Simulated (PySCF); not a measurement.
# Assigning NMR signals

Geometry:
```tsv
atom	x (Å)	y (Å)	z (Å)
O1	2.809	-0.919	-0.123
N2	2.027	0.129	0.420
C3	0.667	0.117	0.116
C4	-0.005	-1.065	-0.181
C5	-1.374	-1.055	-0.369
C6	-2.091	0.122	-0.253
C7	-1.424	1.301	0.044
C8	-0.056	1.305	0.222
H9	2.957	-1.547	0.599
H10	2.489	1.008	0.212
H11	0.553	-1.984	-0.283
H12	-1.883	-1.978	-0.608
H13	-3.161	0.124	-0.395
H14	-1.975	2.226	0.128
H15	0.463	2.226	0.448
```

[PySCF: GFN2-xTB structure; shielding tensors at PBE0/pcSseg-1 (GIAO); gas phase; one conformer; no relativistic terms; fast rotation and ring inversion assumed for equivalent nuclei]

Chemical shifts δ = σref − σ; ¹³C (186.93 ppm) and ¹H (31.72 ppm) against TMS, all at this level.

Q: Assign these signals to the numbered atoms. ¹³C{¹H} NMR (computed): δ 155.5, 134.7, 124.4, 114.3.

A: 
| δ (ppm) | atoms | environment | reason |
| --- | --- | --- | --- |
| 155.5 | C3 | aromatic carbon bearing nitrogen | the electronegative substituent deshields the carbon that carries it |
| 134.7 | C5/C7 | aromatic CH | the aromatic region |
| 124.4 | C6 | aromatic CH | – |
| 114.3 | C4/C8 | aromatic CH | resonance donation from the substituent shields this position |

Q: Assign these signals to the numbered atoms. ¹H NMR (500 MHz, computed): δ 7.53 (m, 2H), 7.04 (t, 1H), 6.91 (d, 2H), 6.39 (br s, 1H), 4.09 (br s, 1H).

A: 
7.53 → H12/H14, hydrogen on an aromatic CH: it sits in the deshielding region of the aromatic ring current
7.04 → H13, hydrogen on an aromatic CH
6.91 → H11/H15, hydrogen on an aromatic CH
6.39 → H10, hydrogen on a nitrogen bonded to O or N: exchangeable; this is the value without hydrogen bonding to other molecules
4.09 → H9, hydrogen on a N–OH oxygen: labile proton, position sensitive to the medium

The OH or NH signal is concentration- and solvent-dependent in practice; the value given is the gas-phase one. Shifts are as computed. Against solution values, carbons near 30 ppm lie about +3 ppm off and those near 130 ppm about +5 ppm. Of 246 compounds with measured shifts, 49 miss one by over three times the rms of a fit or turn the order of signals round; such compounds aren't used in these exercises. No couplings were computed; multiplicities are counted from neighbouring protons, with m where these are inequivalent, close in shift, in a saturated or five-membered ring or joined by F or P, and br s for small geminal =CH2 splittings.
